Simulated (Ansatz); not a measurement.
Molecule: sum formula HSO (charge 0, doublet). It need not be the lowest isomer of its formula. 
Geometry from a B3LYP-D3(BJ)/def2-TZVP (Ansatz, a program for electronic structure) optimisation:
```
O
H 1 0.9684
S 1 1.6399 2 108.98
```
Charge 0, spin multiplicity 2.

Atomisation energy built up term by term with Ansatz (kcal/mol; UHF references for open shells; valence terms freeze the core; atomic spin-orbit terms are left out). CBS(X,Y): correlation extrapolated as X^-3; Hartree-Fock from the larger set.

```tsv
term	basis	kcal/mol
Hartree-Fock	def2-QZVPPD	(withheld)
CCSD correlation	CBS(def2-TZVPPD,def2-QZVPPD)	77.84
(T)	CBS(def2-TZVPPD,def2-QZVPPD)	(withheld)
CCSDT - CCSD(T)	cc-pV(D+d)Z	0.15
core correlation	cc-pwCVTZ	0.57
scalar relativity (X2C)	cc-pVTZ-DK against cc-pVTZ	-0.38
sum: De		(withheld)
```

Task: What belongs in the gaps?

Result: 
- Hartree-Fock, kcal/mol: 101.11
- (T), kcal/mol: 6.65
- sum: De, kcal/mol: 185.9
